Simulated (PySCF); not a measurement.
Isomers of C4H8O3Si. Theory: TDDFT wB97X-D/def2-SVPD, vertical, gas phase, core orbitals frozen in the response (PySCF 2.14.0, density-fitted response routines). Geometries: GFN2-xTB; one conformer of each isolated species. Triplets are in the Tamm–Dancoff approximation.

A. `O=COC[SiH]1COC1`
B. `COC[Si@H]1COC1=O`
C. `O(C)C(C(=O)O[SiH3])=C`

Lowest singlet levels (six at most, fewer where fewer were computed) with oscillator strengths:

1. 256 nm (f 0.006); 206 nm (f 0.024); 192 nm (f 0.022); 187 nm (f 0.064); 174 nm (f 0.019); 170 nm (f 0.023); T1 4.21 eV
2. 236 nm (f 0.000); 224 nm (f 0.173); 175 nm (f 0.044); 168 nm (f 0.063); 165 nm (f 0.002); 163 nm (f 0.007); T1 3.58 eV
3. 207 nm (f 0.003); 189 nm (f 0.001); 184 nm (f 0.009); 178 nm (f 0.001); 176 nm (f 0.004); 173 nm (f 0.016); T1 5.66 eV

**Question.** Which spectrum belongs to which structure?

**Answer.** 1 = B, 2 = C, 3 = A.
- A: S1 at 5.98 eV, HOMO-1→LUMO (59%), HOMO-4→LUMO (28%), HOMO-2→LUMO (8%); Löwdin shares by element: HOMO oxygen 59% or more, carbon 20% or more, hydrogen 6% or more (atoms not listed hold the other 15%); LUMO oxygen 46% or more, carbon 41% or more, hydrogen 7% or more; HOMO -8.76 and LUMO 1.06 eV.
- B: S1 at 4.85 eV, HOMO→LUMO (66%), HOMO-1→LUMO (24%); Löwdin shares by element: HOMO oxygen 48% or more, silicon 12%, carbon 12% or more (atoms not listed hold the other 28%); LUMO oxygen 34% or more, carbon 28% or more, silicon 18% (atoms not listed hold the other 19%); HOMO -9.27 and LUMO 1.00 eV.
- C: S1 at 5.25 eV, HOMO-1→LUMO (95%); Löwdin shares by element: HOMO carbon 54% or more, oxygen 32% or more; LUMO carbon 60% or more, oxygen 17% or more (atoms not listed hold the other 23%); HOMO -9.05 and LUMO 0.54 eV; point group Cs, 1 of its 6 listed states under f = 0.0005.
